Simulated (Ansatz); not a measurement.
Consider the substitution at a C–Ge bond: `[SiH3]C#[C][GeH3]` + `[OH][GeH3]` → `[SiH3]C#C[O][GeH3]` + GeH₄.

Program: Ansatz. Geometries: PBE0-D4/def2-TZVP. ΔE: electronic, gas phase. CCSD(T)/CBS adds triple-zeta CCSD(T) − MP2 to the extrapolated MP2 energy (def2 sets, frozen cores). Functionals use def2-TZVPP. For Ge outer-core shells are correlated without core-valence functions, which leaves a few kJ/mol of doubt a bond. Scalar relativity is left out up to krypton.

```csv
level,ΔE (kJ/mol),difference from CCSD(T)/CBS
PBE-D4,60.1,-28.1
r2SCAN-D4,65.5,-22.7
ωB97X-V,70.8,-17.4
ωB97M-V,74.3,-13.9
B2PLYP,76.6,-11.6
r2SCAN,65.8,-22.4
MP2/def2-TZVPP,90.6,2.4
SCS-MP2/def2-TZVPP,90.0,1.8
CCSD/def2-TZVPP,86.7,-1.5
HF/def2-QZVPP,76.2,-12.0
CCSD(T)/CBS,88.2,0
```

Largest T1 diagnostic among the species: 0.013.

From PBE to PBE0 (25 % exact exchange), in def2-TZVPP and without D4, ΔE moves by +4.6 kJ/mol. In def2-TZVPP, CCSD(T) changes the Hartree–Fock value by +9.3 kJ/mol (the triples alone add −0.5 kJ/mol) and MP2 by +13.7 kJ/mol.
